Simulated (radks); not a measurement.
Ne, configuration [Ne] (the NIST ground configuration). All-electron calculation, scalar-relativistic Kohn-Sham, exchange-only LDA, spin-polarised, spherical densities, point nucleus. Program: a radial shooting solver on a logarithmic mesh with Libxc functionals.

Unscreened Slater integrals over Kohn-Sham orbitals (hartree). They are taken over the spin-up orbitals.

\begin{tabular}{lr}
integral & value \\ \hline
F0(2p,2p) & 0.95375 \\
F2(2p,2p) & 0.41548 \\
F0(2p,2s) & 0.97790 \\
G1(2p,2s) & 0.58395 \\
F0(2p,1s) & 1.4124 \\
G1(2p,1s) & 0.15289 \\
F0(2s,2s) & 1.0102 \\
F0(2s,1s) & 1.4479 \\
G0(2s,1s) & 0.10445 \\
F0(1s,1s) & 5.9362 \\
\end{tabular}
